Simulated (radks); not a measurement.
Numerical settings for the tin ion Sn2+, [Kr] 4d10 5s2. All-electron calculation, Dirac Kohn-Sham, PBE, spin-unpolarised, spherical densities, finite nucleus; Fermi nuclear charge, rms radius 4.6519 fm. Program: a radial shooting solver on a logarithmic mesh with Libxc functionals. The defaults (mesh step 0.008 in ln r, mesh end at 40 bohr or more with all orbitals vanishing there, Anderson mixing 0.5 over 9 steps, residual threshold near 1e-9 with the energy settled to 1e-9 hartree or 1e-11 of itself, here a cap of 100 iterations) give E = -6178.0734 hartree and 5s1/2 at -26.085 eV in 14 iterations. Times are rough (one thread of a shared host). Changes against that run (0 stands for a change within the tolerance of the run):

\begin{tabular}{lrrrrr}
setting & iterations & converged & E (mhartree) & e(5s1/2) (meV) & CPU (s) \\ \hline
mesh step in ln r 0.2 & 4 & no & diverged & - & 0.02 \\
mesh step in ln r 0.02 & 14 & yes & +0.000293 & 0 & 0.07 \\
mesh step in ln r 0.012 & 14 & yes & 0 & 0 & 0.11 \\
mesh end (bohr) 5 & 14 & yes & +13.3 & +384 & 0.14 \\
mesh end (bohr) 400 & 14 & yes & 0 & 0 & 0.15 \\
residual threshold 0.001 & 9 & yes & 0 & -0.968 & 0.11 \\
residual threshold 1e-16 & 100 & no & 0 & 0 & 0.52 \\
mixing 2.5 & 19 & yes & 0 & 0 & 0.18 \\
linear mixing, mixing 0.5 & 30 & yes & 0 & 0 & 0.24 \\
linear mixing, mixing 0.05 & 100 & no & +0.00273 & -52.4 & 0.82 \\
mixing history 20 & 19 & yes & 0 & 0 & 0.18 \\
iteration cap 3 & 3 & no & +18.1 & -1.94e+03 & 0.04 \\
\end{tabular}

Settings that end as converged yet miss the energy by more than 1 mhartree: mesh end (bohr) 5 (+0.0133 hartree). A mesh that ends early acts as a hard wall.
